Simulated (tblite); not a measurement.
Compound: C2H6ClGeSi (doublet state).
Cartesian coordinates in Å at the GFN2-xTB level; atoms count from 1:
```
atom  x, y, z in Å
Si1   -1.8977    0.4636    0.0434
C2    -0.6960   -0.7884   -0.7895
C3     0.5689   -0.8725   -0.5472
Ge4    2.0242   -0.1394    0.4359
Cl5    3.0803    1.1257   -0.8681
H6    -1.4715    1.8111   -0.3286
H7    -1.8334    0.2569    1.4902
H8    -3.2330    0.1649   -0.4745
H9    -1.1804   -1.4395   -1.5091
H10    1.6889    0.6763    1.6792
H11    2.9553   -1.2559    0.8425
```

Level: GFN2-xTB in tblite, geometry and Hessian alike; calculated harmonic values, unscaled, isolated species. The method is semi-empirical: single wavenumbers can be off by several per cent or more. Modes of hydrogen on germanium and silicon can be 10 to 20 % off. One conformer, not necessarily the lowest. Open shells enter through the occupations alone, without spin polarisation, and single modes of such species can be off by tens of per cent. The optimisation stopped once no atom felt more than 0.01 eV/Å.

Lowest wavenumbers of the output (negative numbers stand for imaginary wavenumbers):
```
mode    cm-1
  1     -53.2
  2      18.5
  3      70.9
  4     102.2
  5     295.7
  6     327.1
  7     372.1
  8     439.9
  9     478.2
 10     501.2
```

**Question.** Is this structure a minimum?

**Answer.** Not by this Hessian. 1 mode is imaginary beyond 20i (53i cm⁻¹), so at this level the point lies at or near a first-order saddle. The curvature is small, so loose convergence or finite differences may be the whole cause.

**Question.** Which atoms move in the imaginary mode?

**Answer.** 53i: H6 (hydrogen on silicon) 34 %, H7 (hydrogen on silicon) 32 %, H8 (hydrogen on silicon) 31 %. These are shares of the mass-weighted motion.

**Question.** What is the remedy?

**Answer.** Step along that mode in both directions, optimise again with tighter thresholds and repeat the frequencies. The zero-point energy of this point (36.0 kcal/mol) counts the 26 real modes alone, and thermal corrections from it aren't those of a minimum.
